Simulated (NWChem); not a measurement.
Everything below was run with NWChem. System: CH5Si, charge 0, spin multiplicity 2, at a geometry optimised with UB3LYP/def2-SVP. The structure started from a generated list of species. Its SCF solution wasn't tested for a lower state. Level: ULDA (SVWN5)/def2-TZVP.

Job file:

```
start mol
memory heap 200 mb stack 900 mb global 1100 mb
geometry units angstroms nocenter noautoz noautosym
  C      1.269788    -0.144928     0.008393
  Si    -0.573328     0.067550    -0.002053
  H      1.963609     0.659484    -0.259754
  H      1.748712    -1.098946     0.257946
  H     -1.176933    -0.470700     1.255437
  H     -0.927033     1.510437    -0.134579
  H     -1.200487    -0.676412    -1.140665
end
basis spherical
  * library def2-tzvp
end
dft
  xc slater vwn_5
  odft
  mult 2
  semidirect memsize 60000000 filesize 0
  iterations 100
end
task dft energy
```

Part of the output:

```
             Northwest Computational Chemistry Package (NWChem) 7.3.0
             --------------------------------------------------------

                                NWChem Input Module
                                -------------------

 Scaling coordinates for geometry "geometry" by  1.889725989
 (inverse scale =  0.529177249)

                             Geometry "geometry" -> ""
                             -------------------------

 Output coordinates in angstroms (scale by  1.889725989 to convert to a.u.)

  No.       Tag          Charge          X              Y              Z
 ---- ---------------- ---------- -------------- -------------- --------------
    1 C                    6.0000     1.26978800    -0.14492800     0.00839300
    2 Si                  14.0000    -0.57332800     0.06755000    -0.00205300
    3 H                    1.0000     1.96360900     0.65948400    -0.25975400
    4 H                    1.0000     1.74871200    -1.09894600     0.25794600
    5 H                    1.0000    -1.17693300    -0.47070000     1.25543700
    6 H                    1.0000    -0.92703300     1.51043700    -0.13457900
    7 H                    1.0000    -1.20048700    -0.67641200    -1.14066500

 Effective nuclear repulsion energy (a.u.)      55.6137836436

            Nuclear Dipole moment (a.u.)
            ----------------------------
        X                 Y               Z
 ---------------- ---------------- ----------------
     0.0000075589    -0.0000094486     0.0000018897


 Summary of "ao basis" -> "" (spherical)
 ------------------------------------------------------------------------------
       Tag                 Description            Shells   Functions and Types
 ---------------- ------------------------------  ------  ---------------------
 *                         def2-tzvp                  on all atoms

                                 NWChem DFT Module
                                 -----------------

 Summary of "ao basis" -> "ao basis" (spherical)
 ------------------------------------------------------------------------------
       Tag                 Description            Shells   Functions and Types
 ---------------- ------------------------------  ------  ---------------------
 C                         def2-tzvp                11       31   5s3p2d1f
 Si                        def2-tzvp                13       37   5s5p2d1f
 H                         def2-tzvp                 4        6   3s1p

 Summary of "ao basis" -> "ao basis" (spherical)
 ------------------------------------------------------------------------------
       Tag                 Description            Shells   Functions and Types
 ---------------- ------------------------------  ------  ---------------------
 C                         def2-tzvp                11       31   5s3p2d1f
 Si                        def2-tzvp                13       37   5s5p2d1f
 H                         def2-tzvp                 4        6   3s1p

            General Information
            -------------------
          SCF calculation type: DFT
          Wavefunction type:  spin polarized.
          No. of atoms     :     7
          No. of electrons :    25
           Alpha electrons :    13
            Beta electrons :    12
          Charge           :     0
          Spin multiplicity:     2
          Use of symmetry is: off; symmetry adaption is: off
          Maximum number of iterations: 100
          AO basis - number of functions:    98
                     number of shells:    44
          Convergence on energy requested:  1.00D-06
          Convergence on density requested:  1.00D-05
          Convergence on gradient requested:  5.00D-04

              XC Information
              --------------
                        Slater Exchange Functional  1.000 local
                      VWN V Correlation Functional  1.000 local

             Grid Information
             ----------------
          Grid used for XC integration:  medium
          Radial quadrature: Mura-Knowles
          Angular quadrature: Lebedev.
          Tag              B.-S. Rad. Rad. Pts. Rad. Cut. Ang. Pts.
          ---              ---------- --------- --------- ---------
          C                   0.70       49          10.0       434
          Si                  1.10       88           9.0       590
          H                   0.35       45          11.0       434
          Grid pruning is: on
          Number of quadrature shells:   362
          Spatial weights used:  Erf1

          Convergence Information
          -----------------------
          Convergence aids based upon iterative change in
          total energy or number of iterations.
          Levelshifting, if invoked, occurs when the
          HOMO/LUMO gap drops below (HL_TOL):  1.00D-02
          DIIS, if invoked, will attempt to extrapolate
          using up to (NFOCK): 10 stored Fock matrices.

                    Damping( 0%)  Levelshifting(0.5)       DIIS
                  --------------- ------------------- ---------------
          dE  on:    start            ASAP                start
          dE off:    2 iters        100 iters           100 iters

      Screening Tolerance Information
      -------------------------------
          Density screening/tol_rho:  1.00D-10
          AO Gaussian exp screening on grid/accAOfunc:  14
          CD Gaussian exp screening on grid/accCDfunc:  20
          XC Gaussian exp screening on grid/accXCfunc:  20
          Schwarz screening/accCoul:  1.00D-08

      Superposition of Atomic Density Guess
[...]
    50      0.104499  2 Si py                81     -0.099587  5 H  s

 Vector   13  Occ=1.000000D+00  E=-2.057948D-01
              MO Center=  9.2D-01, -1.7D-01, -1.0D-02, r^2= 2.1D+00
   Bfn.  Coefficient  Atom+Function         Bfn.  Coefficient  Atom+Function
  ----- ------------  ---------------      ----- ------------  ---------------
     8      0.388701  1 C  pz                11      0.349254  1 C  pz
    14      0.306767  1 C  pz                95      0.133305  7 H  s
     7      0.112689  1 C  py                94      0.111407  7 H  s
    83     -0.103557  5 H  s                 10      0.101238  1 C  py
    13      0.088908  1 C  py                82     -0.087077  5 H  s

 Vector   14  Occ=0.000000D+00  E=-9.959352D-03
              MO Center= -4.0D-01, -4.2D-03,  4.0D-04, r^2= 5.6D+00
   Bfn.  Coefficient  Atom+Function         Bfn.  Coefficient  Atom+Function
  ----- ------------  ---------------      ----- ------------  ---------------
     5      1.858261  1 C  s                 49     -1.354784  2 Si px
    71     -0.573383  3 H  s                 77     -0.526974  4 H  s
    36     -0.508122  2 Si s                 89     -0.500674  6 H  s
    50      0.355468  2 Si py                46     -0.302743  2 Si px
    12     -0.298810  1 C  px                83     -0.284584  5 H  s

 Vector   15  Occ=0.000000D+00  E= 1.306850D-02
              MO Center= -4.2D-01, -1.4D-01, -8.2D-02, r^2= 4.2D+00
   Bfn.  Coefficient  Atom+Function         Bfn.  Coefficient  Atom+Function
  ----- ------------  ---------------      ----- ------------  ---------------
    50      1.256523  2 Si py                89     -1.099142  6 H  s
    83      0.853231  5 H  s                 71     -0.556563  3 H  s
    95      0.518295  7 H  s                 49      0.490772  2 Si px
    51     -0.326090  2 Si pz                12      0.274223  1 C  px
    47      0.272159  2 Si py                59      0.140155  2 Si d  0

 Vector   16  Occ=0.000000D+00  E= 2.746432D-02
              MO Center= -5.3D-01,  4.5D-01,  1.1D-01, r^2= 4.1D+00
   Bfn.  Coefficient  Atom+Function         Bfn.  Coefficient  Atom+Function
  ----- ------------  ---------------      ----- ------------  ---------------
    51      1.517807  2 Si pz                95      1.241526  7 H  s
    83     -0.997070  5 H  s                 14     -0.384728  1 C  pz
    50      0.321525  2 Si py                77     -0.282153  4 H  s
    48      0.272293  2 Si pz                49      0.238937  2 Si px
    71     -0.235867  3 H  s                  5      0.225851  1 C  s

                     DFT Final Beta Molecular Orbital Analysis
                     -----------------------------------------

 Vector   10  Occ=1.000000D+00  E=-3.077218D-01
              MO Center= -6.4D-01, -3.3D-01, -3.4D-01, r^2= 2.4D+00
   Bfn.  Coefficient  Atom+Function         Bfn.  Coefficient  Atom+Function
  ----- ------------  ---------------      ----- ------------  ---------------
    48      0.262906  2 Si pz                94     -0.247375  7 H  s
    95     -0.162078  7 H  s                 93     -0.153160  7 H  s
     6     -0.132440  1 C  px                46      0.132137  2 Si px
    82      0.127268  5 H  s                 39     -0.116373  2 Si pz
    45      0.112719  2 Si pz                51      0.095549  2 Si pz

 Vector   11  Occ=1.000000D+00  E=-3.070391D-01
              MO Center=  1.5D-01, -5.7D-02,  2.2D-01, r^2= 2.7D+00
   Bfn.  Coefficient  Atom+Function         Bfn.  Coefficient  Atom+Function
  ----- ------------  ---------------      ----- ------------  ---------------
     6      0.277063  1 C  px                46     -0.252969  2 Si px
     9      0.195871  1 C  px                82      0.162933  5 H  s
    48      0.130015  2 Si pz                12      0.118954  1 C  px
    43     -0.114820  2 Si px                37      0.114082  2 Si px
    83      0.108364  5 H  s                 81      0.101277  5 H  s

 Vector   12  Occ=1.000000D+00  E=-2.993807D-01
              MO Center= -6.6D-01,  5.1D-01,  1.1D-01, r^2= 2.7D+00
   Bfn.  Coefficient  Atom+Function         Bfn.  Coefficient  Atom+Function
  ----- ------------  ---------------      ----- ------------  ---------------
    47      0.269239  2 Si py                88      0.250147  6 H  s
    89      0.170970  6 H  s                 82     -0.161083  5 H  s
    87      0.153847  6 H  s                 38     -0.120058  2 Si py
    44      0.117633  2 Si py                83     -0.108750  5 H  s
    50      0.102595  2 Si py                 7     -0.100361  1 C  py

 Vector   13  Occ=0.000000D+00  E=-1.505020D-01
              MO Center=  9.7D-01, -1.5D-01, -2.1D-03, r^2= 2.1D+00
   Bfn.  Coefficient  Atom+Function         Bfn.  Coefficient  Atom+Function
  ----- ------------  ---------------      ----- ------------  ---------------
     8      0.361534  1 C  pz                14      0.356189  1 C  pz
    11      0.310551  1 C  pz                95      0.173236  7 H  s
    83     -0.134160  5 H  s                  7      0.104827  1 C  py
    13      0.103160  1 C  py                94      0.096618  7 H  s
    10      0.090052  1 C  py                55     -0.078031  2 Si d  1

 Vector   14  Occ=0.000000D+00  E=-4.624751D-03
              MO Center= -4.8D-01, -2.5D-03,  7.7D-03, r^2= 5.5D+00
   Bfn.  Coefficient  Atom+Function         Bfn.  Coefficient  Atom+Function
  ----- ------------  ---------------      ----- ------------  ---------------
     5      1.910778  1 C  s                 49     -1.384769  2 Si px
    89     -0.598959  6 H  s                 71     -0.576944  3 H  s
    77     -0.514833  4 H  s                 36     -0.407269  2 Si s
    50      0.405583  2 Si py                83     -0.314042  5 H  s
    12     -0.294232  1 C  px                46     -0.293046  2 Si px

 Vector   15  Occ=0.000000D+00  E= 1.517392D-02
              MO Center= -4.5D-01, -1.3D-01, -9.7D-02, r^2= 4.2D+00
   Bfn.  Coefficient  Atom+Function         Bfn.  Coefficient  Atom+Function
  ----- ------------  ---------------      ----- ------------  ---------------
    50      1.254349  2 Si py                89     -1.112958  6 H  s
    83      0.868672  5 H  s                 49      0.544166  2 Si px
    71     -0.493530  3 H  s                 95      0.492128  7 H  s
    51     -0.355147  2 Si pz                12      0.291833  1 C  px
    47      0.272778  2 Si py                36      0.198450  2 Si s

   alpha - beta orbital overlaps
   -----------------------------

   alpha      1      2      3      4      5      6      7      8      9     10
    beta      1      2      3      4      5      6      7      8      9     11
 overlap   1.000  1.000  1.000  0.995  0.999  0.994  0.998  0.999  0.999  0.820

   alpha     11     12     13     14     15     16     17     18     19     20
    beta     10     12     13     14     15     16     17     18     19     20
 overlap   0.816  0.999  0.992  0.997  0.999  0.987  0.989  0.989  0.989  0.998

   alpha     21     22     23     24     25     26     27     28     29     30
    beta     21     22     23     24     25     27     26     28     29     30
 overlap   0.939  0.941  0.960  0.845  0.835  0.807  0.875  1.000  0.989  0.997

   alpha     31     32     33     34     35     36     37     38     39     40
    beta     31     32     33     34     35     36     37     38     39     40
 overlap   0.999  0.995  0.993  0.949  0.949  0.996  0.996  0.998  0.998  0.993

   alpha     41     42     43     44     45     46     47     48     49     50
    beta     41     42     43     44     45     46     47     48     49     50
 overlap   0.993  1.000  0.993  0.998  0.999  0.992  0.991  0.994  0.967  0.996

   alpha     51     52     53     54     55     56     57     58     59     60
    beta     51     52     53     54     55     56     57     58     59     60
 overlap   0.973  0.855  0.849  0.999  0.980  0.982  0.999  0.944  0.717  0.753

   alpha     61     62     63     64     65     66     67     68     69     70
    beta     62     61     63     64     65     66     67     68     69     70
 overlap   0.975  0.980  0.995  0.997  0.997  0.997  0.999  0.990  0.992  0.999

   alpha     71     72     73     74     75     76     77     78     79     80
    beta     71     72     73     74     75     76     77     78     79     80
 overlap   0.997  0.998  0.997  0.999  0.998  0.999  0.998  0.997  0.996  0.997

   alpha     81     82     83     84     85     86     87     88     89     90
    beta     81     82     83     84     85     86     87     88     89     90
 overlap   0.995  0.994  0.996  0.997  0.998  0.999  0.999  0.999  0.999  0.992

   alpha     91     92     93     94     95     96     97     98
    beta     91     92     93     94     95     96     97     98
 overlap   0.991  1.000  1.000  1.000  1.000  1.000  1.000  1.000

     --------------------------
     Expectation value of S2:
     --------------------------
      <S2> =      0.7525 (Exact =     0.7500)

 center of mass
 --------------
 x =  -0.01643231 y =   0.00310530 z =   0.00090235

 moments of inertia (a.u.)
 ------------------
          28.828257150868          14.131959414112          -0.422236503925
          14.131959414112         150.975790108517           1.784345429791
          -0.422236503925           1.784345429791         157.991870862169

     Multipole analysis of the density
     ---------------------------------

     L   x y z        total         alpha         beta         nuclear
     -   - - -        -----         -----         ----         -------
     0   0 0 0     -0.000000    -13.000000    -12.000000     25.000000

     1   1 0 0      0.226682     -0.874455      1.101130      0.000008
     1   0 1 0     -0.040745      0.134508     -0.175244     -0.000009
     1   0 0 1     -0.010581     -0.003963     -0.006620      0.000002

     2   2 0 0    -16.110039    -55.674058    -49.268077     88.832095
     2   1 1 0     -0.039747      4.239865      3.960095     -8.239707
     2   1 0 1     -0.071513     -0.228150      0.020979      0.135658
     2   0 2 0    -16.395929    -17.233756    -16.278354     17.116182
     2   0 1 1     -0.359983      0.419022      0.958889     -1.737894
     2   0 0 2    -17.544512    -15.539830    -12.824436     10.819754

 Task  times  cpu:        2.9s     wall:        2.9s

 Total times  cpu:        2.9s     wall:        2.9s
```
